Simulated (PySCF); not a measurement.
SMILES [SiH2]([SiH2][SeH])Br (CAM-B3LYP/def2-SVP optimised geometry):

```
9

Se     1.916    -2.142    -0.079
Si     1.160     0.025     0.000
Si    -1.179     0.025     0.000
Br    -1.916     2.142     0.000
H      1.330    -2.395    -1.403
H      1.679     0.565     1.284
H      1.686     0.834    -1.132
H     -1.712    -0.656     1.208
H     -1.709    -0.649    -1.215
```

Calculation: CAM-B3LYP/def2-TZVP in PySCF.

What are the frontier orbital energies and the dipole moment?

HOMO-2 -9.82 eV, HOMO-1 -9.50 eV, HOMO -8.39 eV, LUMO -0.07 eV, LUMO+1 0.73 eV; dipole moment 0.91 D.

Meta-Löwdin charges at CAM-B3LYP/def2-TZVP: Se1 -0.22, Si2 0.33, Si3 0.42, Br4 -0.28, H5 0.07, H6 -0.07, H7 -0.08, H8 -0.08, H9 -0.08.
